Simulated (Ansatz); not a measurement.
Program: Ansatz. Geometries: PBE0-D4/def2-TZVP. ΔE: electronic, gas phase. CBS: MP2 limit from def2 TZ/QZ plus the TZ coupled-cluster correction, frozen cores. Functionals use def2-TZVPP. B3LYP here is the variant with VWN-RPA as its local correlation; programs differ in this. Each species was taken in one conformer, which may not be the lowest.

Reaction (formal exchange of groups at a C–C bond): `FC([SiH3])CCl` + `[SiH3][SiH3]` → `[SiH3][SiH2]CCl` + `FC[SiH3]`

```tsv
level	ΔE (eV)
B3LYP	-0.16
CCSD/CBS(def2)	-0.16
```

**Question.** What does CCSD(T)/CBS give? (Best estimate.)

**Answer.** Ansatz gave: -0.15 eV. The listed levels differ from it by -0.01, -0.01 eV.

Largest T1 diagnostic among the species: 0.013.
